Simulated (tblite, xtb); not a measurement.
I₃Zr, doublet, geometry from GFN2-xTB (such geometries of metal compounds can be far from the true shape) (the multiplicity is a formal guess). Base run: GFN1-xTB in xtb 6.7.1.

Input for xtb:
```
$ xtb mol.xyz --gfn 1 --uhf 1 --json

# file mol.xyz
4

Zr    -0.36838690     0.35251267     0.73412604
I     -1.91094093    -1.65624311    -0.43739609
I      0.06579663     2.21046464    -1.30217845
I      2.12317215    -0.82026883     1.18551715
```

Programs used: tblite, xtb; a row that names a program was run with it.

Variants of this job, named by their change:

```tsv
change	ΔE vs base (kcal/mol)	dipole (D)	G_solv (kcal/mol)	SCF cycles
base	0.000	6.79	-	29
program = tblite; method = gfn1; option = (--alpb, water)	-4.24	-	-	-
gbsa = chcl3	-12.51	7.27	-13.20	15
program = tblite; method = gfn1; option = --spin-polarized	-3.60	-	-	-
acc = 30	0.000	6.79	-	28
alpb = acetone	-13.55	7.01	-13.69	19
etemp = 10000	-96.9	4.83	-	22
```

ALPB and GBSA are two models with their own fitted parameters for each solvent, which aren't always the measured dielectric constant.
